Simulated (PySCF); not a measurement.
A structure optimised at TPSSh-D3(BJ)/def2-SVP, used in a PySCF frequency run:

```
C
H 1 1.1052
H 1 1.1058 2 106.69
C 1 1.4984 2 110.07 3 119.19
C 4 1.3412 1 126.00 2 -135.30
H 5 1.0936 4 121.66 1 -177.32
H 5 1.0956 6 116.88 4 179.21
H 4 1.0983 5 118.12 6 -0.74
B 1 1.6093 2 109.42 3 -116.27
N 9 1.4166 1 118.33 2 -153.35
H 10 1.0129 9 125.25 1 -177.51
H 10 1.0143 11 114.14 9 -179.87
N 9 1.4212 10 122.23 11 1.34
H 13 1.0121 9 122.43 10 -179.84
H 13 1.0135 14 113.21 9 -178.16
```
Charge 0, spin multiplicity 1.

Task: Write its SMILES and formula.

Result: C=CCB(N)N, C3H9BN2

Task: What are its rotational constants (standard atomic weights)?

Result: 7.1742, 2.0429, 1.6878 GHz
